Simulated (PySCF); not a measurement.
## SnH⁻: input and log

State: ³Σ⁻ (triplet), unpaired electrons π ↑↑.

An equivalent input (the run itself took its basis sets from the Basis Set Exchange, started from a PBE0 density and held the occupation σ 5α 5β, πx 3α 2β, πy 3α 2β, δx 1α 1β, δy 1α 1β):

```python
from pyscf import gto, scf, cc
mol = gto.M(atom='Sn 0 0 0; H 0 0 1.813', basis={'Sn': 'def2-TZVPPD', 'H': 'def2-TZVPPD'}, ecp={'Sn': 'def2-TZVPPD'},
            charge=-1, spin=2, verbose=4, symmetry='C2v')
mf = scf.UHF(mol)
mf.irrep_nelec = {'A1': (6, 6), 'A2': (1, 1), 'B1': (3, 2), 'B2': (3, 2)}
mf.conv_tol = 1e-9
mf.max_cycle = 60
mf.diis_space = 10
mf.kernel()
mycc = cc.CCSD(mf, frozen=[[0, 1, 2, 3, 68, 69, 70, 71, 72], [0, 1, 2, 3, 68, 69, 70, 71, 72]])
mycc.run(conv_tol=1e-7, conv_tol_normt=1e-5, max_cycle=80, diis_space=8)
et = mycc.ccsd_t()
```

The SCF ended at -213.93410483 hartree. The coupled-cluster part of the log:

```
******** <class 'pyscf.cc.uccsd.UCCSD'> ********
CC2 = 0
CCSD nocc = (9, 7), nmo = (64, 64)
frozen orbitals [[0, 1, 2, 3, 68, 69, 70, 71, 72], [0, 1, 2, 3, 68, 69, 70, 71, 72]]
max_cycle = 80
direct = 0
conv_tol = 1e-07
conv_tol_normt = 1e-05
diis_space = 8
diis_start_cycle = 0
diis_start_energy_diff = 1e+09
Init t2, MP2 energy = -0.303315123765128
Init E_corr(UCCSD) = -0.303315123766566
cycle = 1  E_corr(UCCSD) = -0.29710271417542  dE = 0.00621240959  norm(t1,t2) = 0.0776254
cycle = 2  E_corr(UCCSD) = -0.304953362424601  dE = -0.00785064825  norm(t1,t2) = 0.023647
cycle = 3  E_corr(UCCSD) = -0.306217697982083  dE = -0.00126433556  norm(t1,t2) = 0.0122103
cycle = 4  E_corr(UCCSD) = -0.306968475756517  dE = -0.000750777774  norm(t1,t2) = 0.00352633
cycle = 5  E_corr(UCCSD) = -0.306845793308938  dE = 0.000122682448  norm(t1,t2) = 0.00132443
cycle = 6  E_corr(UCCSD) = -0.306828058039334  dE = 1.77352696e-05  norm(t1,t2) = 0.00035231
cycle = 7  E_corr(UCCSD) = -0.306837952671149  dE = -9.89463181e-06  norm(t1,t2) = 0.000160421
cycle = 8  E_corr(UCCSD) = -0.306837817098221  dE = 1.35572928e-07  norm(t1,t2) = 5.75978e-05
cycle = 9  E_corr(UCCSD) = -0.306836782273461  dE = 1.03482476e-06  norm(t1,t2) = 2.06505e-05
cycle = 10  E_corr(UCCSD) = -0.306836929222472  dE = -1.46949011e-07  norm(t1,t2) = 7.76599e-06
cycle = 11  E_corr(UCCSD) = -0.306836884928863  dE = 4.42936098e-08  norm(t1,t2) = 3.38294e-06
UCCSD converged
E(UCCSD) = -214.2409417167511  E_corr = -0.3068368849288626
UCCSD(T) correction = -0.00830680290543182
```

T1 diagnostic 0.017, D1 0.065, 16 electrons correlated, 5 of the virtual orbitals (those above 20 hartree) left out.

Repeating this along the bond gives Re = 1.801 Å and ωe = 1549 cm⁻¹.

A point of this curve took 19 CPU seconds beside 0.24 for the integrals, on Intel Xeon Platinum 8488C (shared host).

Correlated steps freeze 4 core orbitals. Spin–orbit coupling is left out. The state is the lowest determinant that a PBE0 search found; another state may lie lower at other levels.
